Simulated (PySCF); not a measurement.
Ru(CO)5, C₅O₅Ru, SMILES [O+]#[C-]->[Ru](<-[C-]#[O+])(<-[C-]#[O+])(<-[C-]#[O+])<-[C-]#[O+] (CAM-B3LYP/def2-SVP optimised geometry):

```
11

Ru     0.000    -1.545     0.000
O      0.005    -3.086     2.684
C      0.002    -2.519     1.695
O      3.090    -1.545     0.001
C      1.954    -1.545     0.000
O     -3.090    -1.550    -0.001
C     -1.954    -1.548     0.000
O      0.000     1.550     0.001
C      0.000     0.410     0.000
O     -0.001    -3.091    -2.681
C      0.000    -2.522    -1.694
```

Method: CAM-B3LYP/def2-TZVP, def2 effective core potentials past Kr run with PySCF.

Question: What are the frontier orbital energies and the dipole moment?

Answer: HOMO-2 -10.26 eV, HOMO-1 -8.22 eV, HOMO -8.21 eV, LUMO -0.24 eV, LUMO+1 -0.24 eV; dipole moment 0.00 D.

On the same geometry PySCF with PBE/def2-TZVP, def2 effective core potentials past Kr gives HOMO-2 -7.89 eV, HOMO-1 -6.08 eV, HOMO -6.07 eV, LUMO -2.46 eV, LUMO+1 -2.46 eV; dipole moment 0.00 D.
